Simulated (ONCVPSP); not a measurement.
What one change does to a pseudopotential (Pt, ONCV)

| Quantity | Value |
| --- | --- |
| Element | platinum |
| Generator | ONCVPSP 4.0.1 |
| Type | optimised norm-conserving Vanderbilt (ONCV) |
| Functional | LDA (Perdew-Wang 92) |
| Relativity | scalar-relativistic |
| Frozen core | [Kr] 4d10 4f14 |
| Valence charge | 18 |
| Reference configuration | 5s2 5p6 5d9 6s0.5 (charge +0.5) |
| Partial waves | 5s+6s: rc 1.85 bohr, ncon 3, nbas 6, qcut 5.8 1/bohr, 2 projectors; 5p: rc 1.25 bohr, ncon 4, nbas 7, qcut 6.9 1/bohr, 2 projectors, debl 3 Ha; 5d: rc 2.25 bohr, ncon 5, nbas 10, qcut 7.6 1/bohr, 1 projector |
| Local potential | polynomial inside 0.80 bohr (lpopt 1, dvloc0 4 Ha) |
| Core correction | Teter function, fcfact 4.75, rcfact 1.3 |

Change: d: nproj 3.

Cutoffs: the cutoffs (Ha) at which the residual kinetic energy of the hardest occupied pseudo-wave falls to 1 and 0.1 mHa per electron; they do not see the model core or the augmentation charge, which bear on the density cutoff. Errors are all-electron minus pseudo energies relative to the spin-unpolarised reference configuration.

**Question.** Predict the effect on cutoff, ghosts and configuration errors.

**Answer.** The potential gets neither clearly harder nor softer (78 Ha and 96 Ha → 78 Ha and 96 Ha); both files keep a bound ghost (s); of the 4 tests that both files solve, the error grows in 1 and shrinks in 1 by more than 15 % and 0.3 meV (median size 2.5 → 1.6 meV); the range in which the d phases agree widens (upper end 1.4 → at the end of the scan).

| quantity | base | changed |
| --- | --- | --- |
| cutoff, loose | 78 Ha | 78 Ha |
| cutoff, tight | 96 Ha | 96 Ha |
| bound ghosts | s | s |
| GHOST(+) flags under 300 eV | none | none |
| error for 5s2 5p6 5d9 6s1, meV [ΔE -3.86 eV] | +0.6 | +0.6 |
| error for 5s2 5p6 5d9 6s0, meV [ΔE 5.68 eV] | -2.7 | -2.7 |
| error for 5s2 5p6 5d8 6s0, meV [ΔE 25.94 eV] | -2.9 | -5.9 |
| error for 5s2 5p6 5d8 6s1 6p1, meV [ΔE 2.74 eV] | +2.4 | +0.5 |
| s: phases at 1.88 bohr within 0.05 rad from the reference energy up to (Ha; the scan ends near 5) | to the end of the scan | to the end of the scan |
| p: phases at 1.27 bohr within 0.05 rad from the reference energy up to (Ha; the scan ends near 5) | to the end of the scan | to the end of the scan |
| d: phases at 2.28 bohr within 0.05 rad from the reference energy up to (Ha; the scan ends near 5) | 1.4 | to the end of the scan |
| rms error of d²Exc/dni dnj with the model core, mHa | 1.40 | 1.40 |

 A true bound ghost makes a file unfit for plane-wave use even where its test errors are small: the radial tests pick states by their node count and pass the ghost by.
